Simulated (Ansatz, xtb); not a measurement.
**CH6AlFOSn: where a starting geometry ends**

The starting geometry of this gas-phase singlet was built from a drawn formula by distance geometry and a force field; its bonds are those of `O[C@H](F)[SnH2][AlH2]`.

```yaml
atoms:
  - { symbol: C, position_ang: [1.1399, -2.2956, 1.1197] }
  - { symbol: Al, position_ang: [-1.5871, 0.1720, -0.2126] }
  - { symbol: F, position_ang: [0.4661, -2.3578, 2.3182] }
  - { symbol: O, position_ang: [0.5846, -3.2650, 0.2565] }
  - { symbol: Sn, position_ang: [0.9588, -0.3288, 0.2887] }
  - { symbol: H, position_ang: [1.1911, -3.2943, -0.5523] }
  - { symbol: H, position_ang: [2.2074, -2.5137, 1.2881] }
  - { symbol: H, position_ang: [1.8605, -0.2720, -1.1955] }
  - { symbol: H, position_ang: [1.6147, 0.8569, 1.3457] }
  - { symbol: H, position_ang: [-2.6794, -0.9272, 0.1995] }
  - { symbol: H, position_ang: [-2.0154, 1.5730, -0.8527] }
```

**Question.** Predict what becomes of its bonds when it is optimised with r2SCAN-D4/def2-SVP.

**Answer.** A new bond forms, giving a structure given below by its coordinates. Contacts that close: Al2–O4 (4.09 → 2.00 Å).

The energy falls by 1.03 eV over 42 steps:

```csv
step,E − E(last) (eV)
1,1.028
6,0.836
10,0.736
15,0.666
19,0.659
24,0.645
28,0.544
33,0.079
37,0.001
42,0.000
```

Final geometry (Å):

```yaml
atoms:
  - { symbol: C, position_ang: [1.1571, -1.9968, 0.7068] }
  - { symbol: Al, position_ang: [-1.2376, -0.5918, -0.1935] }
  - { symbol: F, position_ang: [1.0219, -2.4361, 1.9944] }
  - { symbol: O, position_ang: [-0.1241, -2.2332, 0.0467] }
  - { symbol: Sn, position_ang: [1.1892, 0.2626, 0.5064] }
  - { symbol: H, position_ang: [-0.4066, -3.1648, 0.0830] }
  - { symbol: H, position_ang: [1.9015, -2.6424, 0.2079] }
  - { symbol: H, position_ang: [2.4762, 0.5775, -0.5948] }
  - { symbol: H, position_ang: [1.7538, 0.8021, 2.0357] }
  - { symbol: H, position_ang: [-2.3506, -0.6401, 0.9440] }
  - { symbol: H, position_ang: [-1.6396, -0.5896, -1.7334] }
```

From the same start GFN2-xTB ends elsewhere, differing in Al2–H8 (1.62 against 3.91 Å here), Sn5–H8 (2.85 against 1.72 Å here).

No frequencies were run, so the end isn't proven a minimum. Atoms past krypton carry core potentials, without spin–orbit terms. Run with Ansatz 0.2.0, 2.9 min on 2 threads of AMD EPYC 7R43 64-Core Processor (Zen 3) (shared host).
